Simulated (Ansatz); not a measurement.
`[CH3][Sn]([OH])([F])[Cl]` + H₂O → `[OH][Sn]([OH])([F])[Cl]` + CH₄ at 700 K and 1 bar (formal hydrolysis of the Sn–C bond).

Gas-phase electronic energies from Ansatz, PBE0-D4/def2-TZVP geometries. CCSD(T)/CBS adds triple-zeta CCSD(T) − MP2 to the extrapolated MP2 energy (def2 sets, frozen cores). This one scheme is used for every species. Elements past krypton have def2 core potentials. For Sn outer-core shells are correlated without core-valence functions, which leaves a few kJ/mol of doubt a bond. One conformer a species, not always the lowest.

| species | CCSD(T)/CBS energy (Eh) | H − E (kJ/mol) | S (J/(mol·K)) |
| --- | --- | --- | --- |
| `[CH3][Sn]([OH])([F])[Cl]` | -889.34819 | 219.3 | 515.1 |
| H₂O | -76.37941 | 80.5 | 218.4 |
| `[OH][Sn]([OH])([F])[Cl]` | -925.27059 | 151.6 | 486.8 |
| CH₄ | -40.46206 | 145.9 | 224.0 |

H − E and S are ideal-gas, rigid-rotor, harmonic terms from PBE0-D4/def2-TZVP, for one conformer and one mirror image of each species. 1 Eh = 2625.50 kJ/mol, R = 8.31446 J/(mol·K).

Task: By hand: ΔE, ΔH, ΔS and ΔG.

Result: ΔE = (-925.27059) + (-40.46206) − (-889.34819) − (-76.37941) = -0.00505 Eh = -13.3 kJ/mol. Δ(H − E) = 151.6 + 145.9 − 219.3 − 80.5 = -2.3, so ΔH = -15.6 kJ/mol. ΔS = 486.8 + 224.0 − 515.1 − 218.4 = -22.7 J/(mol·K). ΔG = -15.6 − 700 × (-22.7)/1000 = 0.3 kJ/mol.

Task: By hand: the equilibrium constant, and the temperature at which ΔG would vanish if ΔH and ΔS stayed fixed.

Result: log₁₀ K = −ΔG/(RT ln 10) = 0.0. ΔG = 0 at ΔH/ΔS = 687 K.

TΔS isn't small against ΔH here. The sign of ΔG lies within the doubt. A doubt of 5 kJ/mol in ΔE shifts log₁₀ K by 0.4 here. Other conformers and mirror images would add mixing entropy, several J/(mol·K) or more a flexible species. Modes under 60 cm⁻¹, often nearly free rotors, make the harmonic entropy too high. These are equilibria of isolated gas molecules and say nothing of rates. Largest T1 diagnostic: 0.014 (customary marks: 0.02 for closed shells, 0.045 for open ones).
